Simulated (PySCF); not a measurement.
A structure optimised at B3LYP-D3(BJ)/def2-SVP, used in a PySCF frequency run:

```
In
O 1 2.0074
H 2 0.9675 1 112.94
Se 1 2.5263 2 114.31 3 180.00
H 4 1.4773 1 91.19 2 180.00
Se 1 2.5422 2 121.89 3 0.00
H 6 1.4775 1 91.57 2 0.00
```

Q: Write its SMILES, formula and point group.

A: [OH][In]([SeH])[SeH], H3InOSe2, Cs

Q: What are its rotational constants (standard atomic weights)?

A: 2.3219, 0.63052, 0.49587 GHz
